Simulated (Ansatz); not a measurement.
`NC(F)=[Se]` → C• + F• + 2 H• + N• + Se•  (atomization)

Gas-phase electronic energies from Ansatz, PBE0-D4/def2-TZVP geometries. CBS: MP2 limit from def2 TZ/QZ plus the TZ coupled-cluster correction, frozen cores. This one scheme is used for every species, atoms too. Functionals use def2-TZVPP. Open shells (•) are unrestricted, without spin–orbit coupling. Spin–orbit coupling would lower the free atoms: a little for C, F; clearly for Se. Bonds to Se are less sure, by a few kJ/mol each and by 10 to 20 or more in all where they break to atoms, as the def2 sets lack core-valence functions. Scalar relativity is left out up to krypton. Each species was taken in one conformer, which may not be the lowest.

```csv
species,LC-ωPBE energy (Eh)
`NC(F)=[Se]`,-2595.08724
C•,-37.82224
F•,-99.71478
H•,-0.50601
N•,-54.56726
Se•,-2401.16144
```

(1) Work out ΔE.

Largest T1 diagnostic among the species: 0.015.

## Answers

(1) ΔE = 2 × (-0.50601) + (-37.82224) + (-99.71478) + (-54.56726) + (-2401.16144) − (-2595.08724) = 0.80950 Eh = +508.0 kcal/mol. CCSD(T)/CBS gives +510.2 kcal/mol.

From PBE to PBE0 (25 % exact exchange), in def2-TZVPP and without D4, ΔE moves by −23.4 kcal/mol: exact exchange takes away binding that semilocal exchange gives to molecules. Leaving LDA and LC-ωPBE aside and taking each functional with its dispersion term where it has one, the values, not all of them listed here, spread over 58.4 kcal/mol, from BHLYP-D4 to PBE-D4. LDA lies +85.9 kcal/mol from PBE without D4, its usual overbinding.

For atomizations the MP2-based limit and the directly extrapolated one differ by several kJ/mol either way, and by 10 to 25 for some Ge, Se and Sn compounds, so smaller differences from it don't rank the levels.
